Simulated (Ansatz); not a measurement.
Species: ScF$_{2}$ (charge +1, singlet). The spin state was set by rule; other spins were not relaxed. 
Structure (B3LYP-D3(BJ)/def2-TZVP (Ansatz, a quantum-chemistry and plane-wave program) minimum search):
```xyz
3

Sc     0.4393     0.0187    -0.0552
F     -0.6793     1.1107    -0.8802
F     -0.3456    -1.1543     1.0090
```
Charge +1, spin multiplicity 1.

Give the harmonic wavenumbers at B3LYP-D3(BJ)/def2-TZVP (Ansatz, finite differences of forces, unscaled).

177, 785, 811 cm⁻¹. Zero-point energy 2.5 kcal/mol.

From these and the geometry, give the ideal-gas thermochemistry at 298.15 K and 1 atm (rigid rotor, harmonic oscillator).

Point group C2v, rotational symmetry number 2. Rotational constants 26.62, 6.039, 4.922 GHz. S(trans) 39.16, S(rot) 22.15, S(vib) 2.78, S(elec, spin only) 0.00, S 64.1 cal/(mol K). H(298) - H(0) 2.84 kcal/mol; G - E(el) -13.7 kcal/mol.
